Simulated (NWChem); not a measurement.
System: C$_{3}$H$_{6}$Cl, doublet; SMILES C[C](C)Cl

Here is an NWChem input.

```
start job
memory heap 200 mb stack 900 mb global 1100 mb
geometry units angstroms noautosym nocenter noautoz
  C      0.018593     1.066942    -1.307119
  C     -0.153504     0.385868     0.000000
  C      0.018593     1.066942     1.307119
  Cl     0.099190    -1.329864     0.000000
  H      1.086310     1.151201    -1.594934
  H     -0.391811     2.087753    -1.264122
  H     -0.489667     0.518258    -2.114509
  H     -0.489667     0.518258     2.114509
  H      1.086310     1.151201     1.594934
  H     -0.391811     2.087753     1.264122
end
basis spherical
  C library iglo-ii
  Cl library iglo-ii
  H library iglo-ii
end
dft
  odft
  mult 2
  xc hfexch
  iterations 150
end
property
  hyperfine
end
task dft property
```

NWChem printed, in part:

```
             Northwest Computational Chemistry Package (NWChem) 7.3.0
             --------------------------------------------------------

                             Geometry "geometry" -> ""
                             -------------------------

 Output coordinates in angstroms (scale by  1.889725989 to convert to a.u.)

  No.       Tag          Charge          X              Y              Z
 ---- ---------------- ---------- -------------- -------------- --------------
    1 C                    6.0000     0.01859300     1.06694200    -1.30711900
    2 C                    6.0000    -0.15350400     0.38586800     0.00000000
    3 C                    6.0000     0.01859300     1.06694200     1.30711900
    4 Cl                  17.0000     0.09919000    -1.32986400     0.00000000
    5 H                    1.0000     1.08631000     1.15120100    -1.59493400
    6 H                    1.0000    -0.39181100     2.08775300    -1.26412200
    7 H                    1.0000    -0.48966700     0.51825800    -2.11450900
    8 H                    1.0000    -0.48966700     0.51825800     2.11450900
    9 H                    1.0000     1.08631000     1.15120100     1.59493400
   10 H                    1.0000    -0.39181100     2.08775300     1.26412200

 Effective nuclear repulsion energy (a.u.)     155.9770555985

  xc_inp: hfexch multiplicative factor not found.
                              NWChem Property Module
                              ----------------------

  itol2e modified to match energy
  convergence criterion.

                                 NWChem DFT Module
                                 -----------------

 Summary of "ao basis" -> "ao basis" (spherical)
 ------------------------------------------------------------------------------
       Tag                 Description            Shells   Functions and Types
 ---------------- ------------------------------  ------  ---------------------
 C                          iglo-ii                 10       22   5s4p1d
 Cl                         iglo-ii                 15       35   7s6p2d
 H                          iglo-ii                  4        6   3s1p

  itol2e modified to match energy
  convergence criterion.

[...]

          ----------------------
          Hyperfine Interactions
          ----------------------

 Total Spin Density (Fermi Contact Term)
 ------------------ --------------------
     Atom            x         y         z       Density (a.u.)      Aiso(MHz)     Aiso(Gauss)
     1  13-C      0.03514   2.01623  -2.47010      -0.056863        -63.924950     -22.809973
     2  13-C     -0.29008   0.72918   0.00000       0.263071        295.742115     105.527962
     3  13-C      0.03514   2.01623   2.47010      -0.056863        -63.924950     -22.809973
     4  35-Cl     0.18744  -2.51308   0.00000       0.022633          9.923717       3.541023
     5   1-H      2.05283   2.17545  -3.01399       0.028049        125.377520      44.737741
     6   1-H     -0.74042   3.94528  -2.38884       0.005212         23.298525       8.313479
     7   1-H     -0.92534   0.97937  -3.99584       0.010119         45.228975      16.138796
     8   1-H     -0.92534   0.97937   3.99584       0.010119         45.228975      16.138796
     9   1-H      2.05283   2.17545   3.01399       0.028049        125.377520      44.737741
    10   1-H     -0.74042   3.94528   2.38884       0.005212         23.298525       8.313479

           -------------------------------------------
           Anisotropic Interaction (Spin-Dipolar Term)
           -------------------------------------------

 ------------------------------------------------------------
     Atom            x         y         z
 ------------------------------------------------------------
     1  13-C      0.03514   2.01623  -2.47010

   Spin-Dipolar term (a.u.)
        xx             yy             zz             xy             xz             yz
 ------------------------------------------------------------------------------------------
      -0.012091       0.005944       0.006148       0.001913      -0.002646      -0.001016

   Principal Comp. of -hf- tensor (au)            Anisotropic -hfcc- (MHz)               Anisotropic -hfcc- (Gauss)
 --------------------------------------------------------------------------------------------------------------------------
     -0.012633     0.005031     0.007602      -1.695239     0.675068     1.020171      -0.604902     0.240881     0.364022

   Orientation of the principal axis of Hyperfine Tensor w.r.t absolute (molecular) frame
 --------------------------------------------------------------------------------------------------------------------------
      0.986504    -0.015963    -0.162954
     -0.094279     0.758311    -0.645040
      0.133867     0.651698     0.746572

 ------------------------------------------------------------
     Atom            x         y         z
 ------------------------------------------------------------
     2  13-C     -0.29008   0.72918   0.00000

   Spin-Dipolar term (a.u.)
        xx             yy             zz             xy             xz             yz
 ------------------------------------------------------------------------------------------
       1.170686      -0.575968      -0.594718       0.123377      -0.000000      -0.000000

   Principal Comp. of -hf- tensor (au)            Anisotropic -hfcc- (MHz)               Anisotropic -hfcc- (Gauss)
 --------------------------------------------------------------------------------------------------------------------------
      1.179358    -0.584639    -0.594718     158.258520   -78.453028   -79.805493      56.470480   -27.993944   -28.476536

[...]
```

Level: UHF/IGLO-II, contact and dipolar terms. In the optimisation the excess spin sits in a' (Cs, its own frame). All runs use the structure optimised with PBE0/def2-SVP, spin-unrestricted. No stability test was run on the SCF state.
